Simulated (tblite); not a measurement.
Record of a relaxation.

C7H9NOSi.
Numbering: `[SiH3:1][O:2]/[CH:3]=[CH:4]/[c:5]1[cH:6][cH:7][n:8][cH:9][cH:10]1` (hydrogens: H11, H12, H13 on Si1; H14 on C3; H15 on C4; H16 on C6; H17 on C7; H18 on C9; H19 on C10)

Computed with GFN2-xTB (tblite), gas phase: L-BFGS steps from a force-field or distance-geometry start until the largest atomic force falls under 0.01 eV/Å. 4 of its 76 geometries are shown.

Step 0: E = -770.0034 eV, largest atomic force 2.470 eV/Å
```
atom  x, y, z in Å  |  force x, y, z in eV/Å
Si1     4.126    0.074   -0.267   -1.198  -0.117   0.678
O2      2.615   -0.694    0.136    1.008   2.089  -0.850
C3      1.400   -0.053   -0.008    1.117  -0.825   0.135
C4      0.311   -0.793    0.124   -0.737  -0.168   0.174
C5     -1.049   -0.293    0.011    0.619  -0.306  -0.017
C6     -1.347    1.026   -0.286    0.044   0.408  -0.018
C7     -2.657    1.430   -0.393   -0.881  -1.579   0.401
N8     -3.679    0.558   -0.214    0.195  -0.424   0.019
C9     -3.427   -0.755    0.067    0.747   2.192  -0.420
C10    -2.104   -1.169    0.179   -0.991  -1.170   0.226
H11     5.118   -0.959   -0.472   -0.247  -0.282  -0.063
H12     4.598    0.944    0.837   -0.294  -0.223  -0.081
H13     3.949    0.982   -1.411   -0.120  -0.253   0.025
H14     1.316    1.004   -0.241    0.625  -0.193   0.059
H15     0.415   -1.841    0.361    0.028  -0.036  -0.025
H16    -0.577    1.758   -0.416    0.253   0.149  -0.068
H17    -2.831    2.477   -0.613   -0.611  -0.318   0.042
H18    -4.253   -1.463    0.205    0.270   0.720  -0.143
H19    -1.935   -2.224    0.410    0.173   0.337  -0.073
```

Step 25: E = -770.5143 eV, largest atomic force 0.085 eV/Å
```
atom  x, y, z in Å  |  force x, y, z in eV/Å
Si1     4.122    0.115   -0.254   -0.038   0.006   0.016
O2      2.667   -0.576    0.019   -0.017  -0.021  -0.006
C3      1.434   -0.056   -0.037    0.011   0.014  -0.015
C4      0.337   -0.796    0.137    0.042  -0.012  -0.013
C5     -1.022   -0.304    0.026    0.028  -0.005   0.010
C6     -1.341    1.024   -0.267    0.001  -0.005   0.003
C7     -2.668    1.388   -0.374   -0.029  -0.003  -0.003
N8     -3.676    0.546   -0.215   -0.082   0.023   0.001
C9     -3.383   -0.714    0.063   -0.034   0.022  -0.006
C10    -2.092   -1.188    0.194   -0.006   0.007   0.005
H11     4.918   -1.085   -0.439    0.014   0.025   0.019
H12     4.485    0.944    0.896    0.034  -0.019   0.019
H13     4.035    0.979   -1.433    0.046  -0.011  -0.032
H14     1.380    1.004   -0.251    0.022   0.003  -0.014
H15     0.453   -1.848    0.355    0.005  -0.015  -0.004
H16    -0.570    1.762   -0.413    0.015   0.033   0.001
H17    -2.945    2.410   -0.603   -0.021   0.001   0.003
H18    -4.235   -1.370    0.185   -0.005  -0.021   0.006
H19    -1.911   -2.227    0.418    0.015  -0.023   0.010
```

Step 50: E = -770.5267 eV, largest atomic force 0.039 eV/Å
```
atom  x, y, z in Å  |  force x, y, z in eV/Å
Si1     4.158    0.072   -0.218   -0.016   0.001   0.001
O2      2.658   -0.559   -0.086    0.000   0.038  -0.008
C3      1.436   -0.012   -0.140    0.006   0.007  -0.003
C4      0.338   -0.740    0.073    0.022   0.002  -0.011
C5     -1.032   -0.267    0.003    0.026  -0.008   0.011
C6     -1.395    1.057   -0.262    0.017  -0.019  -0.008
C7     -2.736    1.383   -0.341    0.016  -0.004  -0.004
N8     -3.717    0.511   -0.173   -0.005   0.009   0.015
C9     -3.382   -0.740    0.097   -0.017  -0.008   0.006
C10    -2.075   -1.178    0.197    0.002   0.014   0.002
H11     4.917   -1.163   -0.295    0.005  -0.008   0.009
H12     4.455    0.897    0.953   -0.003  -0.004   0.008
H13     4.261    0.907   -1.417   -0.007  -0.004  -0.005
H14     1.399    1.046   -0.377    0.005  -0.017   0.004
H15     0.469   -1.790    0.299   -0.018   0.020   0.007
H16    -0.646    1.819   -0.407   -0.006   0.004  -0.013
H17    -3.050    2.397   -0.554    0.013   0.005   0.006
H18    -4.210   -1.421    0.236   -0.021  -0.029   0.005
H19    -1.857   -2.211    0.421   -0.020   0.002  -0.021
```

Step 75: E = -770.5282 eV, largest atomic force 0.009 eV/Å
```
atom  x, y, z in Å  |  force x, y, z in eV/Å
Si1     4.163    0.073   -0.204   -0.003   0.000  -0.003
O2      2.658   -0.546   -0.091    0.004  -0.003  -0.004
C3      1.435   -0.006   -0.161    0.000  -0.002  -0.003
C4      0.339   -0.738    0.053   -0.001   0.002   0.006
C5     -1.032   -0.271   -0.018   -0.006  -0.003   0.000
C6     -1.397    1.054   -0.278    0.001  -0.001   0.001
C7     -2.740    1.383   -0.325    0.004   0.001  -0.001
N8     -3.721    0.515   -0.137    0.007   0.001   0.003
C9     -3.384   -0.740    0.112   -0.001   0.000   0.003
C10    -2.075   -1.180    0.183   -0.005  -0.002   0.003
H11     4.915   -1.169   -0.253    0.001   0.003   0.005
H12     4.447    0.905    0.966   -0.004   0.002   0.000
H13     4.292    0.891   -1.412   -0.004  -0.002   0.004
H14     1.394    1.047   -0.413    0.002   0.001  -0.002
H15     0.471   -1.784    0.298    0.004  -0.002  -0.008
H16    -0.651    1.815   -0.440   -0.002   0.002   0.001
H17    -3.052    2.401   -0.523    0.000  -0.002  -0.002
H18    -4.210   -1.423    0.262    0.003   0.002  -0.003
H19    -1.859   -2.218    0.389   -0.001   0.003   0.000
```

Q: Summarise the path.

A: The energy falls by 12.10 kcal/mol from step 0 to step 75; nine tenths of that is first reached at step 6. It falls at every step. The largest force goes from 2.470 to 0.009 eV/Å. Among the bonds Si1–O2 changes most, from 1.742 to 1.632 Å; the atoms move by 0.175 Å rms after alignment.

Q: Follow the three bonds and two angles with the largest change from start to end.

A: 
```csv
step,E above end (kcal/mol),largest force (eV/Å),Si1–O2 (Å),N8–C9 (Å),O2–C3 (Å),Si1–O2–C3 (°),O2–Si1–H11 (°)
0,12.10,2.470,1.742,1.367,1.381,122.3,108.2
3,2.84,0.955,1.620,1.326,1.343,129.3,109.6
7,0.95,0.275,1.646,1.322,1.344,130.0,104.6
10,0.69,0.156,1.637,1.322,1.342,129.3,102.7
13,0.55,0.109,1.640,1.323,1.342,129.1,100.9
16,0.43,0.090,1.639,1.322,1.341,128.9,99.4
20,0.38,0.077,1.634,1.323,1.338,129.2,99.5
23,0.34,0.061,1.635,1.323,1.339,130.0,99.2
26,0.30,0.120,1.634,1.322,1.338,130.8,99.3
29,0.22,0.069,1.632,1.323,1.337,132.0,99.6
33,0.17,0.063,1.633,1.323,1.339,132.3,98.9
36,0.14,0.050,1.632,1.323,1.338,132.7,99.1
39,0.11,0.051,1.634,1.323,1.339,132.5,99.1
42,0.09,0.045,1.634,1.323,1.340,132.6,99.0
46,0.06,0.046,1.631,1.323,1.338,133.0,99.3
49,0.04,0.032,1.633,1.323,1.339,132.6,99.1
52,0.02,0.030,1.632,1.323,1.339,132.7,99.0
55,0.02,0.019,1.631,1.323,1.338,132.9,99.1
59,0.01,0.020,1.631,1.323,1.339,133.1,98.9
62,0.01,0.018,1.631,1.323,1.339,133.1,99.1
65,0.01,0.018,1.632,1.323,1.339,133.1,99.1
68,0.00,0.011,1.631,1.323,1.339,133.2,99.0
72,0.00,0.011,1.632,1.323,1.339,133.3,99.0
75,0.00,0.009,1.632,1.323,1.339,133.4,98.9
```

What follows is the cost of the whole relaxation. On an Arm Neoverse V1 with one thread, no GPU (shared host), this took 0.67 s wall.
